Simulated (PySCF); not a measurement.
Species: CH₅BFN.
SMILES: `CB(N)F`

Torsions of this conformer, `[CH3:1][B:2]([NH2:3])[F:4]`: H–N3–B2–C1 180°, H–N3–B2–C1 1°.

The closed-shell ground state was solved at several levels (PySCF, density fitting, gas phase, non-relativistic). Isolated species at its PBE0-D3(BJ)/def2-SVP geometry, gas phase.

| level | basis functions | HOMO (eV) | LUMO (eV) | gap (eV) | dipole (D) |
| --- | --- | --- | --- | --- | --- |
| B97-2/pcJ-1 | 158 | -7.94 | 1.39 | 9.33 | 2.28 |
| PBE0/STO-3G | 25 | -5.07 | 5.27 | 10.34 | 1.64 |
| CAM-B3LYP/pcSseg-2 | 214 | -9.79 | 1.08 | 10.87 | 2.22 |
| PBE0/6-31+G* | 82 | -8.26 | -0.04 | 8.22 | 2.26 |
| PBE/pcJ-1 | 158 | -6.72 | 0.51 | 7.23 | 2.24 |
| B3LYP/cc-pVTZ | 190 | -7.96 | 0.72 | 8.68 | 2.20 |

Task: What might B3LYP/aug-cc-pVTZ-J (284 basis functions) give for the same quantities?

Result: HOMO -8.08 eV, LUMO -0.52 eV, gap 7.56 eV, dipole 2.15 D.

Task: Over all these levels, which gives the widest orbital gap and which the narrowest?

Result: CAM-B3LYP/pcSseg-2 (range-separated hybrid) has the widest, 10.87 eV, and PBE/pcJ-1 (GGA) the narrowest, 7.23 eV. Functional and basis both differ between the two, so the spread mixes both effects.

Task: How far do the dipole and the HOMO energy spread over the levels?

Result: The dipole runs from 1.64 to 2.28 D (mean 2.14 D) and the HOMO from -9.79 to -5.07 eV.
